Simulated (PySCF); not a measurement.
3-methylideneoxolane (C₅H₈O), SMILES C1C(COC1)=C.

Geometry: PBE-D3(BJ)/def2-SVP. One conformer was computed; it need not be the lowest.

Level of theory: PBE-D3(BJ)/def2-SVP (PySCF 2.14.0).

Frequencies are harmonic and unscaled.

Computed normal modes with their intensities:
```
mode  ν (cm⁻¹)  IR (km/mol)  moving atoms (share of kinetic energy)
----  --------  -----------  --------------------------------------
1           71          2.2                  C 51 %, H 37 %, O 12 %
2          247          6.9                  H 47 %, C 28 %, O 25 %
3          349          1.2                          C 57 %, H 39 %
4          414          4.3                          C 54 %, H 44 %
5          572          1.3                          C 59 %, H 36 %
6          642          4.8                  O 37 %, C 36 %, H 27 %
7          669          1.3                          H 82 %, C 14 %
8          803          3.9                   C 51 %, H 40 %, O 9 %
9          857         23.7                          H 61 %, C 38 %
10         863         11.1                          H 52 %, C 46 %
11         903          0.8                          H 52 %, C 45 %
12         932         11.8                  H 45 %, C 42 %, O 13 %
13         958         24.7                  C 52 %, H 37 %, O 11 %
14         972          1.5                          H 64 %, C 35 %
15        1042          1.9                          H 53 %, C 46 %
16        1091         90.1                          C 56 %, O 37 %
17        1158          8.0                          H 71 %, C 27 %
18        1163         16.9                          H 83 %, C 12 %
19        1209          1.8                          H 69 %, C 24 %
20        1222          3.9                          C 56 %, H 41 %
21        1241          0.1                          H 66 %, C 33 %
22        1279          5.6                          H 73 %, C 21 %
23        1330          8.3                          H 73 %, C 26 %
24        1377          3.8                          H 87 %, C 13 %
25        1386          8.8                          H 88 %, C 12 %
26        1418          2.8                                  H 92 %
27        1443          1.4                           H 91 %, C 9 %
28        1701         11.7                                  C 94 %
29        2882         53.5                                  H 93 %
30        2889         85.9                                  H 93 %
31        2973         11.3                                  H 94 %
32        3003         20.8                           H 92 %, C 8 %
33        3043         29.1                           H 91 %, C 9 %
34        3053         11.0                           H 91 %, C 9 %
35        3072          6.2                                  H 95 %
36        3166          6.8                          H 89 %, C 11 %
```
